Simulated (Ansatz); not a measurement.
`O/C=[C](\[AlH2])[SiH3]` → `O/C=[CH]\[AlH2]` + `[SiH2]`  (silylene formation by 1,1-elimination)

Program: Ansatz. Geometries: PBE0-D4/def2-TZVP. ΔE: electronic, gas phase. CBS: MP2 limit from def2 TZ/QZ plus the TZ coupled-cluster correction, frozen cores. This one scheme is used for every species. Double bonds are as drawn, so ΔE can hold a change between cis and trans. Functionals use def2-TZVPP. B3LYP here is the variant with VWN-RPA as its local correlation; programs differ in this. Each species was taken in one conformer, which may not be the lowest.

Task: Is it downhill or uphill in electronic energy at CCSD(T)/CBS, and by how much? (Best estimate.)

Result: The calculation gave: Uphill: ΔE = +2.60 eV.

Task: What do these levels give: PBE-D4, r2SCAN-D4, PBE0, B3LYP, HF/CBS(def2), CCSD/CBS(def2)? (Best estimate.)

Result: Computed: PBE-D4 2.64, r2SCAN-D4 2.80, PBE0 2.63, B3LYP 2.37, HF/CBS(def2) 2.35, CCSD/CBS(def2) 2.54 eV.

Largest T1 diagnostic among the species: 0.014.

In def2-TZVPP, CCSD(T) changes the Hartree–Fock value by +0.19 eV (the triples alone add +0.07 eV) and MP2 by +0.43 eV. The D4 term adds +0.16 eV with B3LYP and +0.09 eV with PBE0; it sums over pairs of atoms, weighted by their polarisabilities, and B3LYP, whose exchange is more repulsive, gets the larger term.
